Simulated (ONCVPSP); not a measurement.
What one change does to a pseudopotential (lanthanum (La), ONCV)

| Item | Value |
| --- | --- |
| Element | La |
| Generator | ONCVPSP 4.0.1 |
| Type | optimised norm-conserving Vanderbilt (ONCV) |
| Functional | BLYP |
| Relativity | scalar-relativistic |
| Frozen core | [Kr] 4d10 |
| Valence charge | 11 |
| Reference configuration | 5s2 5p6 5d1 6s2 |
| Partial waves | 5s+6s: rc 2.60 bohr, ncon 4, nbas 9, qcut 3.8 1/bohr, 2 projectors; 5p: rc 1.80 bohr, ncon 4, nbas 8, qcut 5.5 1/bohr, 1 projector; 5d: rc 2.65 bohr, ncon 4, nbas 7, qcut 3.4 1/bohr, 2 projectors, debl 0.9 Ha; f scattering state at 0.38 Ha: rc 2.70 bohr, ncon 3, nbas 8, qcut 4 1/bohr, 1 projector |
| Local potential | polynomial inside 1.25 bohr (lpopt 5, dvloc0 1 Ha) |
| Core correction | none |

In the f channel the program set the typed energies aside and used -0.151 Ha.

Change: all radii scaled by about 1.23 (s 3.20, p 2.22, d 3.26, f 3.32 bohr); local potential polynomial inside 1.54 bohr (lpopt 5, dvloc0 1 Ha).

Cutoffs: the cutoffs (Ha) at which the residual kinetic energy of the hardest occupied pseudo-wave falls to 1 and 0.1 mHa per electron; they do not see the model core or the augmentation charge, which bear on the density cutoff. Errors are all-electron minus pseudo energies relative to the spin-unpolarised reference configuration.

Q: How do hardness, ghosts and transferability respond?

A: The potential gets softer (13 Ha and 24 Ha → 11 Ha and 13 Ha); the bound ghost in s disappears; the lowest positive-energy flag moves from none to s at 18.6 eV; of the 4 tests that both files solve, the error grows in 2 and shrinks in 1 by more than 15 % and 0.3 meV (median size 7.3 → 16.1 meV). A larger radius leaves more room for a smooth pseudo-wave, so fewer plane waves are needed.

```tsv
quantity	base	changed
cutoff, loose	13 Ha	11 Ha
cutoff, tight	24 Ha	13 Ha
loose cutoff by channel	s 5.0 Ha, p 13 Ha, d 5.6 Ha	s 2.9 Ha, p 11 Ha, d 5.0 Ha
bound ghosts	s	none
GHOST(+) flags under 300 eV	none	s at 18.6 eV, d at 39.5 eV
error for 5s2 5p6 5d1 6s1, meV [ΔE 5.87 eV]	-1.2	-1.4
error for 5s2 5p6 5d1 6s0, meV [ΔE 16.83 eV]	-3.8	-6.4
error for 5s2 5p6 5d0 6s0, meV [ΔE 35.70 eV]	+11	+26
error for 5s2 5p6 5d1 6s0 6p1, meV [ΔE 8.88 eV]	+365	+76
```

Base: The cutoffs count occupied waves only; projector 1 of the f channel, the hardest unoccupied one, needs 54 Ha at the loose tolerance. A true bound ghost makes a file unfit for plane-wave use even where its test errors are small: the radial tests pick states by their node count and pass the ghost by.
